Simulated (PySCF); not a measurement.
SnH3F, SMILES [SnH3][F].

The structure is a stationary point at B3LYP-D3(BJ)/def2-TZVP. The def2 effective core potentials stand for the cores of Sn; spin–orbit coupling is left out.

The numbers are results of C-PCM-ωB97X/def2-SVP run with PySCF, not measurements.

The values are the electrostatic part of the solvation free energy, E(continuum) − E(gas) at the gas-phase geometry, in a cavity of scaled van der Waals radii (PySCF's table); cavitation and dispersion terms are not included. A continuum can't describe solvent molecules that bind to the metal. In vacuum the orbital gap is 13.10 eV. The dipole moment in vacuum is 2.81 D.

Computed values in water (ε = 78.36), 1-octanol (ε = 9.86), ethanol (ε = 24.85):
| solvent | ε | ΔG(elec) (kcal/mol) | dipole (D) | gap (eV) |
|---|---|---|---|---|
| water | 78.36 | -4.1 | 3.36 | 13.18 |
| 1-octanol | 9.86 | -3.7 | 3.31 | 13.18 |
| ethanol | 24.85 | -4.0 | 3.34 | 13.18 |
